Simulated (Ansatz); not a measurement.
Ideal-gas functions of C2H5ClGe, SMILES `C[CH2][Ge][Cl]` at 800 K and 1 bar, from an Ansatz frequency run at PBE0-D4/def2-TZVP.

Molar mass 137.13 g/mol, point group C1 (symmetry number 1), electronic degeneracy 1, moments of inertia 126.041, 168.115, 287.984 u Å². Harmonic wavenumbers (cm⁻¹, unscaled): 27, 152, 207, 303, 390, 505, 534, 915, 964, 1062, 1228, 1244, 1407, 1421, 1484, 1492, 2993, 3027, 3047, 3114, 3132.

Use S(trans) = R[1.5 ln M + 2.5 ln T − 1.1517]; rotational temperatures θ = 24.2544 K / I; S(rot) = R[ln(√π/σ · √(T³/θAθBθC)) + 1.5]; for each mode x = 1.438777 ν̃/T, S = R[x/(eˣ − 1) − ln(1 − e⁻ˣ)] and H = RT x/(eˣ − 1); 1 cm⁻¹ = 0.0119627 kJ/mol; R = 8.31446 J/(mol·K).

Task: By hand: the entropy, in J/(mol·K).

Result: Translation 190.7. Rotation: θ = 0.1924, 0.1443, 0.0842 K, giving 125.8. Vibration, mode by mode: 33.47, 19.12, 16.58, 13.46, 11.43, 9.39, 8.96, 5.05, 4.71, 4.09, 3.23, 3.16, 2.51, 2.46, 2.25, 2.22, 0.24, 0.23, 0.23, 0.20, 0.20, in all 143.2. Electronic 0.0. Sum 459.7 J/(mol·K).

Task: By hand: H − E and G − E in kJ/mol, counted from the electronic energy.

Result: Zero-point energy ½ × 28648 × 0.0119627 = 171.4; thermal vibration 52.6; translation, rotation and pV give 4 RT = 26.6. H − E = 250.6 kJ/mol, and G − E = 250.6 − 800 × 459.7/1000 = -117.2 kJ/mol.

Vibration gives 31 % of the entropy, 33.5 J/(mol·K) of it from the mode under 150 cm⁻¹: soft modes count most, and the harmonic formula is weakest for them. The sum counts one conformer and one mirror image; others add a mixing term.
